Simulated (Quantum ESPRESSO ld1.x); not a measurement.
Values are calculated unless marked as measured or tabulated.
Species: the osmium ion Os2+. Configuration: [Xe] 4f14 5d6.

Code: ld1.x of Quantum ESPRESSO 7.5. Model: Dirac Kohn-Sham, LDA (Slater exchange, Perdew-Wang correlation), spin-unpolarised, spherical densities, point nucleus; open shells are shared between the two j in proportion to 2j + 1.

Energy parts (hartree):
total: -17270.90
kinetic: 19605.81
electron-nucleus: -43243.32
Hartree: 6697.05
exchange-correlation: -330.43

Orbitals (lengths in bohr, moments of r in powers of bohr; r(90%) holds 90 % of the orbital's charge):
\begin{tabular}{lrrrr}
orbital & occ. & eigenvalue (hartree) & r(90%) & <1/r> \\ \hline
1s1/2 & 2 & -2709.40 & 0.0324 & 90.45 \\
2s1/2 & 2 & -472.095 & 0.116 & 22.09 \\
2p1/2 & 2 & -452.113 & 0.102 & 22.05 \\
2p3/2 & 4 & -395.895 & 0.113 & 18.31 \\
3s1/2 & 2 & -110.325 & 0.285 & 8.107 \\
3p1/2 & 2 & -101.377 & 0.276 & 8.023 \\
3p3/2 & 4 & -89.1205 & 0.297 & 7.051 \\
3d3/2 & 4 & -74.0986 & 0.270 & 6.949 \\
3d5/2 & 6 & -71.4419 & 0.276 & 6.723 \\
4s1/2 & 2 & -23.7568 & 0.621 & 3.420 \\
4p1/2 & 2 & -20.0048 & 0.634 & 3.310 \\
4p3/2 & 4 & -17.1168 & 0.683 & 2.970 \\
4d3/2 & 4 & -10.9531 & 0.723 & 2.761 \\
4d5/2 & 6 & -10.4182 & 0.740 & 2.680 \\
4f5/2 & 6 & -2.60800 & 0.902 & 2.258 \\
4f7/2 & 8 & -2.50474 & 0.916 & 2.226 \\
5s1/2 & 2 & -4.00074 & 1.44 & 1.352 \\
5p1/2 & 2 & -2.83966 & 1.60 & 1.224 \\
5p3/2 & 4 & -2.38507 & 1.75 & 1.101 \\
5d3/2 & 2.4 & -0.87895 & 2.57 & 0.7823 \\
5d5/2 & 3.6 & -0.83662 & 2.66 & 0.7545 \\
\end{tabular}

The highest occupied level is 5d5/2 at -22.765 eV. For comparison, the ionisation energy in NIST's Atomic Spectra Database is 25 eV (theoretical). In exact Kohn-Sham theory the highest level is minus the ionisation energy, but local and semilocal functionals leave it too shallow, through self-interaction and a potential that decays too fast; potentials with the right tail come closer. The density falls to 0.001 e/bohr^3 at r = 3.67 bohr.

Beside tabulated values, note that spin-unpolarised runs miss the spin-polarisation part of the exchange energy of open shells.
